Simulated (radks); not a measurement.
Problem. B IV, 2 electrons, occupied as 1s1.75 2s0.25 (fractional occupations, a model configuration). Calculated with a radial shooting solver on a logarithmic mesh with Libxc functionals: scalar-relativistic Kohn-Sham, B86b exchange with PBE correlation, spin-unpolarised, spherical densities, point nucleus. Some entries of the table are withheld. Estimate them.

orbital,occ.,eigenvalue (eV),<r> (bohr),r(max) (bohr)
1s,1.75,-243.0518,0.3211,(1)
2s,0.25,(2),(3),(4)
2p,0,-40.7358,(5),(6)

Solution. 
(1) 1s r(max) (bohr): 0.2074
(2) 2s eigenvalue (eV): -45.8685
(3) 2s <r> (bohr): 1.482
(4) 2s r(max) (bohr): 1.257
(5) 2p <r> (bohr): 1.356
(6) 2p r(max) (bohr): 1.069
